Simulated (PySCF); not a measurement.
C3H3, doublet, geometry from GFN2-xTB, with bond 5-1 at 1.6 times its length; SVWN5/3-21G (PySCF).

Input for PySCF:
```python
from pyscf import gto, scf, dft

mol = gto.M(
    atom='''
C     0.01666932   -0.11091760    0.82667082
C     0.00408853   -0.69905031   -0.53382474
C    -0.02162935    0.58225352   -0.59208061
H     0.93754951   -0.07354811    1.39599007
H    -1.42503510   -0.10730770    1.78882506
H    -0.04792456    1.54849588   -1.02860011
''',
    basis='3-21g',
    spin=1,
    verbose=4,
)

mf = dft.UKS(mol)
mf.xc = 'lda,vwn'
mf.level_shift = 0.3
mf.max_cycle = 100
mf.kernel()
```

Task: Predict the main parts of the log of this PySCF run.

Result: 
```
PySCF version 2.14.0

[INPUT] verbose = 4
[INPUT] num. atoms = 6
[INPUT] num. electrons = 21
[INPUT] charge = 0
[INPUT] spin (= nelec alpha-beta = 2S) = 1
[INPUT] symmetry False subgroup None
[INPUT] Mole.unit = angstrom
[INPUT] Symbol           X                Y                Z      unit          X                Y                Z       unit  Magmom
[INPUT]  1 C      0.016669320000  -0.110917600000   0.826670820000 AA    0.031500449483  -0.209603886394   1.562181444970 Bohr   0.0
[INPUT]  2 C      0.004088530000  -0.699050310000  -0.533824740000 AA    0.007726201952  -1.321013633192  -1.008782557117 Bohr   0.0
[INPUT]  3 C     -0.021629350000   0.582253520000  -0.592080610000 AA   -0.040873547752   1.100299687864  -1.118870196565 Bohr   0.0
[INPUT]  4 H      0.937549510000  -0.073548110000   1.395990070000 AA    1.771711802120  -0.138985784879   2.638038904912 Bohr   0.0
[INPUT]  5 H     -1.425035100000  -0.107307700000   1.788825060000 AA   -2.692926056892  -0.202782164057   3.380389448159 Bohr   0.0
[INPUT]  6 H     -0.047924560000   1.548495880000  -1.028600110000 AA   -0.090564293040   2.926233118217  -1.943772499597 Bohr   0.0

nuclear repulsion = 55.7691261378219
number of shells = 21
number of NR pGTOs = 54
number of NR cGTOs = 33
basis = 3-21g
ecp = {}

******** <class 'pyscf.dft.uks.UKS'> ********
method = UKS
initial guess = minao
damping factor = 0
level_shift factor = 0.3
DIIS = <class 'pyscf.scf.diis.CDIIS'>
diis_start_cycle = 1
diis_space = 8
diis_damp = 0
SCF conv_tol = 1e-09
SCF conv_tol_grad = None
SCF max_cycles = 100
direct_scf = True
direct_scf_tol = 1e-13
number electrons alpha = 11  beta = 10
XC library pyscf.dft.libxc version 7.1.2
    S. Lehtola, C. Steigemann, M. J. T. Oliveira, and M. A. L. Marques,  SoftwareX 7, 1–5 (2018)
XC functionals = lda,vwn
    P. A. M. Dirac,  Math. Proc. Cambridge Philos. Soc. 26, 376 (1930)
    F. Bloch,  Z. Phys. 57, 545 (1929)
    S. H. Vosko, L. Wilk, and M. Nusair,  Can. J. Phys. 58, 1200 (1980)
radial grids:
    Treutler-Ahlrichs [JCP 102, 346 (1995); DOI:10.1063/1.469408] (M4) radial grids

becke partition: Becke, JCP 88, 2547 (1988); DOI:10.1063/1.454033
pruning grids: <function nwchem_prune>
grids dens level: 3
symmetrized grids: False
atomic radii adjust function: <function treutler_atomic_radii_adjust>
small_rho_cutoff = 0
Set gradient conv threshold to 3.16228e-05
tot grids = 71784
init E= -114.320646470824

cycle= 1 E= -114.083552125453  delta_E= 0.237  |g|= 0.175  |ddm|= 1.79
cycle= 2 E= -114.090882617419  delta_E= -0.00733  |g|= 0.194  |ddm|= 0.39
cycle= 3 E= -114.106272582962  delta_E= -0.0154  |g|= 0.0758  |ddm|= 0.125
cycle= 4 E= -114.109478981721  delta_E= -0.00321  |g|= 0.0253  |ddm|= 0.0916
cycle= 5 E= -114.109923094177  delta_E= -0.000444  |g|= 0.0099  |ddm|= 0.0393
cycle= 6 E= -114.1100149515  delta_E= -9.19e-05  |g|= 0.00324  |ddm|= 0.0151
cycle= 7 E= -114.11003823748  delta_E= -2.33e-05  |g|= 0.0019  |ddm|= 0.00814
cycle= 8 E= -114.110047674481  delta_E= -9.44e-06  |g|= 0.00116  |ddm|= 0.0054
cycle= 9 E= -114.110051499074  delta_E= -3.82e-06  |g|= 0.000656  |ddm|= 0.00325
cycle= 10 E= -114.110053002622  delta_E= -1.5e-06  |g|= 0.000393  |ddm|= 0.00206
cycle= 11 E= -114.110053550972  delta_E= -5.48e-07  |g|= 0.00025  |ddm|= 0.00123
cycle= 12 E= -114.110053762376  delta_E= -2.11e-07  |g|= 0.000155  |ddm|= 0.000742
cycle= 13 E= -114.110053843278  delta_E= -8.09e-08  |g|= 0.000101  |ddm|= 0.000451
cycle= 14 E= -114.110053875627  delta_E= -3.23e-08  |g|= 6.81e-05  |ddm|= 0.000276
cycle= 15 E= -114.110053890153  delta_E= -1.45e-08  |g|= 4.35e-05  |ddm|= 0.000177
cycle= 16 E= -114.110053896937  delta_E= -6.78e-09  |g|= 3.19e-05  |ddm|= 0.00012
cycle= 17 E= -114.110053900541  delta_E= -3.6e-09  |g|= 2.57e-05  |ddm|= 8.48e-05
cycle= 18 E= -114.11005390265  delta_E= -2.11e-09  |g|= 2.08e-05  |ddm|= 6.39e-05
cycle= 19 E= -114.110053903976  delta_E= -1.33e-09  |g|= 1.57e-05  |ddm|= 4.88e-05
cycle= 20 E= -114.110053904838  delta_E= -8.62e-10  |g|= 1.24e-05  |ddm|= 3.93e-05
Extra cycle  E= -114.110053906247  delta_E= -1.41e-09  |g|= 1.78e-05  |ddm|= 0.000176
converged SCF energy = -114.110053906247  <S^2> = 0.754828  2S+1 = 2.0048222
```
